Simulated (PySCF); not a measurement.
## Two-component Hartree-Fock for Rh⁴²⁺ (rhodium, charge +42)

Start: [He] 2s1; 2s1/2 filled at m_j = +1/2. Calculated with PySCF 2.14 in an even-tempered Gaussian basis (17 s from 21 bohr⁻², ratio 2.4; 12 p from 27 bohr⁻², ratio 2.4; 5 d from 84 bohr⁻², ratio 2.6; 4 f from 130 bohr⁻², ratio 2.6): generalised Hartree-Fock with the X2C-1e Hamiltonian and a Gaussian nucleus; one run each with spin-orbit coupling (SO) switched off, then screened by Boettger's factors.

```tsv
spinor shell	electrons	ε, spin-free (eV)	ε, screened SO (eV)	weight of nominal j (screened SO)	rms radius, screened SO (bohr)
1s1/2	2	-27277.8	-27277.8	1.000	0.0371
2s1/2	1	-6627.8	-6627.8	1.000	0.143
```

| quantity | spin-free | screened SO |
| --- | --- | --- |
| E (hartree) | -2296.43463 | -2296.43463 |
| M_J | 1/2 | 1/2 |
| ⟨J²⟩ | 0.750 | 0.750 |
| ⟨L²⟩ | 0.000 | 0.000 |
| ⟨S²⟩ | 0.750 | 0.750 |

Each row is a mean over spinors that exchange with the open shell spreads, by up to 30.303 eV (1s1/2).

Breit and QED terms are absent; they matter most for the inner s and p1/2 levels.

Densities and radii are taken from the X2C orbitals without a picture-change correction, which distorts them close to the nucleus.

Without spin-orbit coupling the j labels of p, d and f shells carry no meaning; the spin-free column gives the mean over the occupied spinors of each nl shell.
